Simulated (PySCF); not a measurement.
A structure optimised at PBE-D3(BJ)/def2-SVP, used in a PySCF frequency run:

```xyz
11

C     -0.9698     1.7525     0.0000
Si     0.7088     0.9036     0.0000
C      0.3757    -1.0013     0.0000
F     -0.3725    -1.3172    -1.1166
F     -0.3725    -1.3172     1.1166
H     -1.5440     1.4464     0.8971
H     -0.8736     2.8560     0.0000
H     -1.5440     1.4464    -0.8971
H      1.5157     1.2328    -1.2263
H      1.5157     1.2328     1.2263
H      1.2756    -1.6621     0.0000
```
Charge 0, spin multiplicity 1.

Task: Write its SMILES, formula and point group.

Result: C[SiH2]C(F)F, C₂H₆F₂Si, Cs

Task: What are its rotational constants (standard atomic weights)?

Result: 5.2705, 2.5341, 2.4344 GHz
